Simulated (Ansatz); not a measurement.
Input for Ansatz (an electronic-structure program): R-CCSD(T)/aug-cc-pV(D+d)Z on H5P (a complex), monomers drawn apart or pushed together. Files ending in .json are basis or fitting sets from the Basis Set Exchange.

Ansatz 0.2 input:
```yaml
crystal:
  periodic: [false, false, false]
  atoms:
    - {symbol: P, position_ang: [-0.17174498, 0.15678966, -0.14074234]}
    - {symbol: H, position_ang: [-1.49194435, -0.11720154, 0.29923090]}
    - {symbol: H, position_ang: [-0.48995360, -0.05068976, -1.50775205]}
    - {symbol: H, position_ang: [0.26103284, -1.17997218, 0.05251970]}
    - {symbol: H, position_ang: [0.04575415, -0.25639704, 3.19732222]}
    - {symbol: H, position_ang: [0.27101093, 0.23359221, 2.68420275]}
basis:
  gaussian:
    orbitals: aug-cc-pV_D+d_Z.json
magnetization: {spin_polarized: false}
correlation: {method: ccsd_t, electrons: outside_noble_gas}
scf: {lower_state_search: off}
```

The head of its log:

```
WARN ansatz: RAYON_NUM_THREADS=2 ignored (pool sized by the plan → 2); use --threads N
Functional definition: HF
these checks for a lower state are left out or cut short: stability, starts, cluster_reference, orbital_swaps, neighbouring_geometries, increment
integrals: 0.06 GiB planned
740 factors; integrals over basis functions are off by at most 8.8e-4 eV
mean field: 0.12 GiB planned
mean field evaluation 1: about -9349.2301 eV, gradient 1.1e1 eV
mean field evaluation 2: about -9349.2295 eV, gradient 1.1e1 eV
mean field evaluation 4: about -9349.9585 eV, gradient 9.3e-1 eV
mean field evaluation 8: about -9349.9656 eV, gradient 4.3e-4 eV
mean field -9349.96559949 eV, -343.6048981470 hartree, gradient 1.8e-6 eV, S^2 0.000000; 0 other end points of the search recorded, 0 dependent functions left out
5 core orbitals not correlated
reference -9349.96559949 eV, -343.6048981470 hartree; 5, 5 occupied and 67, 67 virtual orbitals, 740 factors
```

### Question
What total energy does the run end on?

### Answer
-343.8193 hartree (reference determinant -343.6049, T1 diagnostic 0.012).
